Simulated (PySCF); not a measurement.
A PySCF script (with the pyscf-properties extension) for the NMR shieldings of `CC(C)[Si@@]1(C)NCC[C@H]1F`, C7H16FNSi, on a PBE0-D3(BJ)/def2-SVP geometry:

```python
import basis_set_exchange as bse
import numpy as np
from pyscf import gto, dft
from pyscf.prop import nmr

atoms = """
C    -2.131633   -0.074567   -0.892899
C    -1.516383   -0.140488    0.503771
C    -2.349691    0.609251    1.540240
Si    0.288186    0.422946    0.486581
C     0.436588    2.222738   -0.027799
N     1.187476    0.054645    1.934304
C     2.165025   -1.007091    1.775167
C     2.581379   -0.991705    0.303345
C     1.345444   -0.790362   -0.557726
F     0.644446   -1.999117   -0.647367
H    -3.168187   -0.452717   -0.891701
H    -2.167441    0.959123   -1.276026
H    -1.559246   -0.683399   -1.610527
H    -1.454661   -1.203218    0.799550
H    -2.419945    1.684909    1.304911
H    -1.925896    0.519130    2.553690
H    -3.382169    0.221071    1.582593
H    -0.028775    2.406849   -1.008971
H    -0.051929    2.886448    0.703519
H     1.496316    2.515400   -0.084256
H     0.885738    0.243009    2.881206
H     3.046448   -0.844265    2.420787
H     1.761542   -2.007549    2.032549
H     3.117890   -1.909765    0.012961
H     3.258756   -0.138032    0.128028
H     1.608393   -0.484914   -1.583390
"""
names = dict.fromkeys(["C", "Si", "N", "F", "H"], "pcSseg-1")
basis = {el: gto.basis.parse(bse.get_basis(n, elements=[el], fmt="nwchem")) for el, n in names.items()}
mol = gto.M(atom=atoms, basis=basis, charge=0, verbose=0)
mf = dft.RKS(mol, xc="PBE0")
mf.grids.level = 2
mf.grids.alignment = dft.numint.BLKSIZE   # the property module wants whole blocks of grid points
mf.conv_tol = 1e-9
mf.kernel()

calc = nmr.RKS(mf)   # GIAO
C = mf.mo_coeff
Co = C[:, mf.mo_occ > 0]
resp = mf.gen_response(singlet=True, hermi=2)
def vind(x):   # induced exchange potential for any number of trial vectors
    d = np.einsum("pi,xij,qj->xpq", C, 2 * x.reshape(-1, C.shape[1], Co.shape[1]), Co, optimize=True)
    return np.einsum("xpq,pi,qj->xij", resp(d - d.transpose(0, 2, 1)), C, Co, optimize=True).ravel()
mo1, _ = nmr.rhf.solve_mo1(calc, with_cphf=vind)
sigma = calc.kernel(mo1)
for i, s in enumerate(sigma):   # ppm
    w = np.linalg.eigvalsh((s + s.T) / 2)
    print("%2d %-2s iso %8.1f  s11 %8.1f  s22 %8.1f  s33 %8.1f" % (i, mol.atom_pure_symbol(i), w.mean(), *w))
```

Problem. Give the expected output.

Solution. 
```
 0 C  iso    165.7  s11    152.4  s22    158.5  s33    186.3
 1 C  iso    169.5  s11    163.0  s22    168.0  s33    177.5
 2 C  iso    166.5  s11    153.3  s22    160.2  s33    186.1
 3 Si iso    334.1  s11    307.6  s22    331.7  s33    362.9
 4 C  iso    191.0  s11    184.8  s22    190.0  s33    198.2
 5 N  iso    231.9  s11    193.5  s22    236.5  s33    265.6
 6 C  iso    138.6  s11    115.7  s22    128.8  s33    171.2
 7 C  iso    146.7  s11    135.9  s22    148.4  s33    156.0
 8 C  iso     95.9  s11     55.8  s22     75.5  s33    156.5
 9 F  iso    430.3  s11    382.0  s22    434.2  s33    474.8
10 H  iso     30.2  s11     25.8  s22     27.2  s33     37.7
11 H  iso     30.6  s11     26.3  s22     29.7  s33     35.9
12 H  iso     29.9  s11     24.1  s22     29.7  s33     35.9
13 H  iso     30.4  s11     27.0  s22     29.2  s33     35.0
14 H  iso     30.5  s11     26.2  s22     29.5  s33     35.8
15 H  iso     30.2  s11     24.7  s22     29.3  s33     36.6
16 H  iso     30.1  s11     25.6  s22     27.2  s33     37.5
17 H  iso     31.2  s11     26.1  s22     29.5  s33     38.2
18 H  iso     31.0  s11     26.5  s22     29.2  s33     37.4
19 H  iso     31.6  s11     26.6  s22     29.6  s33     38.5
20 H  iso     31.0  s11     21.9  s22     29.1  s33     42.0
21 H  iso     28.2  s11     22.8  s22     26.1  s33     35.7
22 H  iso     27.9  s11     23.6  s22     25.5  s33     34.7
23 H  iso     29.1  s11     24.8  s22     26.6  s33     35.8
24 H  iso     29.7  s11     26.0  s22     26.7  s33     36.4
25 H  iso     26.7  s11     24.2  s22     26.3  s33     29.7
```

These numbers come from an equivalent density-fitted implementation of the same equations, which agrees with the script to about 0.01 ppm for H and up to a few tenths of a ppm for heavy atoms, so last digits may differ.

Size and cost of the density-fitted run: 257 basis functions, 2.2 min wall time on 1 thread of an Arm Neoverse N1, shared host; peak memory 1.3 GiB.
